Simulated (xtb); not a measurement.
hydrogen fluoride (hydrogen fluoride), singlet, at a GFN2-xTB geometry. Base run: GFN0-xTB (xtb 6.7.1).

xtb was given this input:
```
$ xtb mol.xyz --gfn 0 --json

# file mol.xyz
2

F     -0.00000000    -0.00000000    -0.09325170
H      0.00000000     0.00000000     0.83926531
```

Each row names what was changed in the base input (with any setting that the change needs).

```csv
change,ΔE vs base (mEh),HOMO-LUMO gap (eV)
base,0.000,8.21
etemp = 10000,?,8.21
acc = 30,0.000,8.21
```

**Question.** What belongs in the gaps?

**Answer.** 
- etemp = 10000, ΔE vs base (mEh): -1.639
